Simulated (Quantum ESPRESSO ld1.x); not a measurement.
The numbers below are computed, except where a source is named.
Q: The table gives one normalised radial function P(r) = r R(r) of Li2+ in 1s1 (r in bohr). Code: ld1.x of Quantum ESPRESSO 7.5. Model: non-relativistic Kohn-Sham, PW91, spin-unpolarised, spherical densities, point nucleus; without spin polarisation the odd electron is poorly described.

r	P
0.02725	0.2577
0.03	0.2813
0.03302	0.3068
0.03635	0.3343
0.04001	0.3639
0.0444	0.3985
0.04887	0.4327
0.05379	0.4693
0.05921	0.5081
0.06518	0.5493
0.07175	0.5927
0.07961	0.6422
0.08763	0.6899
0.09646	0.7394
0.1062	0.7903
0.1169	0.8422
0.1287	0.8946
0.1416	0.9470
0.1571	1.0027
0.173	1.0522
0.1904	1.0991
0.2096	1.1420
0.2307	1.1799
0.254	1.2113
0.2818	1.2368
0.3102	1.2508
0.3414	1.2546
0.3758	1.2469
0.4137	1.2270
0.4554	1.1942
0.5053	1.1440
0.5562	1.0845
0.6123	1.0133
0.6739	0.9318
0.7418	0.8421
0.8166	0.7467
0.9061	0.6403
0.9974	0.5428
1.098	0.4490
1.209	0.3616
1.33	0.2828
1.464	0.2137
1.612	0.1552
1.789	0.1045
1.969	0.0690
2.167	0.0434
2.385	0.0258
2.626	0.0145
2.89	0.0076
3.207	0.0035
3.53	0.0016
3.886	0.0006
4.278	0.0002
4.709	0.0001
5.183	0.0000
5.751	0.0000
6.331	0.0000
6.968	0.0000
7.671	0.0000

Which n and l does it have? It may be an empty orbital.

A: n = 1, l = 0: the number of nodes gives n - l - 1 = 0, the rise at small r (about r^(l+1)) gives l, and the extent must fit the shell. The curve is that of 1s. 1s: eigenvalue -99.092 eV, 0 radial nodes, <r> = 0.515 bohr, 90 % of the charge inside 0.921 bohr.
